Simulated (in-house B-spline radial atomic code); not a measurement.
A calculation on the barium ion Ba³⁺: its settings, and results tabulated from the run. Level of theory: scalar-relativistic (X2C) B97-1, spin-polarised, spherical fractional occupations, Fermi nucleus of rms radius 4.8378 fm; calculated with a radial B-spline atomic code at the basis-set limit.

Command:
```bash
python run_scf.py task.json out
```
Settings (nuclear radius in fm, mass in u):
```
Z                56
configuration    [Kr] 4d10 5s2 5p5
hamiltonian      x2c
method           b97_1
spin_polarised   True
nucleus          fermi
rms_radius       4.8378
atomic_mass      137.90525
speed_of_light   137.035999084
```

Output (hartree, bohr):
```
 radial grid: 73 intervals, B-splines of order 8, outer radius 39.1892 bohr

 iter        energy (Eh)    residual
    1       -8123.937182    4.80e-01
    2       -8128.900827    3.92e-01
    3       -8132.514238    7.33e-02
    4       -8132.654198    2.12e-02
    5       -8132.659022    8.02e-03
    6       -8132.660633    1.42e-03
    7       -8132.660656    1.39e-04
    8       -8132.660657    1.91e-05
    9       -8132.660657    8.67e-07
   10       -8132.660657    8.27e-08

 total energy                     -8132.66066
 kinetic                            8683.2536
 electron-nucleus                 -19733.1807
 Hartree                            3116.3237
 exact exchange                      -41.1801
 exchange-correlation               -157.8771

 orbital      occ     eigenvalue          <r>       <r^2>       <1/r>       r_max
 1s up      1.000     -1370.5593    0.0249396 0.000854221     64.1143     0.01566
 1s down    1.000     -1370.5565    0.0249396 0.000854219     64.1144     0.01566
 2s up      1.000      -218.3031     0.109162   0.0141206     14.6551     0.09276
 2s down    1.000      -218.3016     0.109161   0.0141206     14.6551     0.09276
 2p up      3.000      -195.9941     0.095868   0.0112345     13.3565     0.07428
 2p down    3.000      -195.9914    0.0958685   0.0112346     13.3564     0.07428
 3s up      1.000       -47.1943     0.291474    0.097217     5.20523      0.2664
 3s down    1.000       -47.1917      0.29147   0.0972135     5.20522      0.2664
 3p up      3.000       -39.9881     0.289428   0.0972129     4.82014      0.2606
 3p down    3.000       -39.9848     0.289429   0.0972127     4.82006      0.2606
 3d up      5.000       -29.4347     0.266429    0.083783     4.53815       0.215
 3d down    5.000       -29.4323     0.266423   0.0837784     4.53821       0.215
 4s up      1.000       -10.1659     0.673641    0.512148     2.12017       0.625
 4s down    1.000       -10.1608     0.673699    0.512175     2.11963      0.6251
 4p up      3.000        -7.8135     0.714789    0.581067      1.9279      0.6535
 4p down    3.000        -7.8079     0.714788    0.580946     1.92746      0.6537
 4d up      5.000        -4.3556      0.79957    0.742314     1.65558       0.696
 4d down    5.000        -4.3500      0.79834    0.739546      1.6573      0.6961
 5s up      1.000        -2.2227      1.60674     2.88829    0.824711       1.464
 5s down    1.000        -2.1722      1.60759     2.89537    0.826022        1.46
 5p up      3.000        -1.6146      1.82689     3.74908    0.712134       1.641
 5p down    2.000        -1.5478      1.84277     3.82132    0.706623       1.644
```

Cost of the run: 0.66 s on 1 thread of Intel(R) Xeon(R) Platinum 8259CL CPU @ 2.50GHz, with other jobs on the host.

Caution: exact exchange at fractional occupations of open shells leaves self-interaction of up to several eV.

One-electron X2C: radii and densities carry no picture-change correction, so inner-shell <1/r> comes out high (for 1s by about 2 % at Z = 33, 5 % at 54, 10 % at 75, 30 % at 118) and <r> low.
